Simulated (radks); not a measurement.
Values are calculated unless marked as measured or tabulated.
The zirconium ion Zr3+, configuration [Kr] 4d1. Level of theory: scalar-relativistic Kohn-Sham, PBEsol, spin-polarised, spherical densities, finite nucleus; open shells are filled with parallel spins first (spin-orbit coupling, left out, can overturn this in heavy ions); Fermi nuclear charge, rms radius 4.2694 fm (a radial shooting solver on a logarithmic mesh with Libxc functionals). Some entries of the table are withheld. Estimate them.

| orbital | occ. | eigenvalue (eV) | r(max) (bohr) |
|---|---|---|---|
| 1s down | 1 | -17840.72 | 0.02415 |
| 1s up | 1 | -17840.71 | 0.02415 |
| 2s up | 1 | -2496.229 | 0.1370 |
| 2s down | 1 | -2496.127 | 0.1370 |
| 2p up | 3 | -2229.553 | 0.1095 |
| 2p down | 3 | -2229.479 | 0.1095 |
| 3s up | 1 | -431.9840 | 0.4084 |
| 3s down | 1 | -431.9250 | 0.4084 |
| 3p up | 3 | -345.1286 | 0.4024 |
| 3p down | 3 | -345.0633 | 0.4024 |
| 3d up | 5 | -202.4761 | 0.3471 |
| 3d down | 5 | -202.3773 | 0.3471 |
| 4s up | 1 | -81.8054 | (1) |
| 4s down | 1 | -81.1481 | (2) |
| 4p up | 3 | -59.4960 | 1.174 |
| 4p down | 3 | -58.7326 | 1.170 |
| 4d up | 1 | -28.5765 | 1.502 |
| 4d down | 0 | -27.6555 | 1.493 |
| 5s up | 0 | -24.3991 | 2.672 |
| 5s down | 0 | -23.5768 | 2.682 |
| 5p up | 0 | (3) | (4) |

Answer. 
(1) 4s up r(max) (bohr): 1.076
(2) 4s down r(max) (bohr): 1.073
(3) 5p up eigenvalue (eV): -19.0102
(4) 5p up r(max) (bohr): 3.111
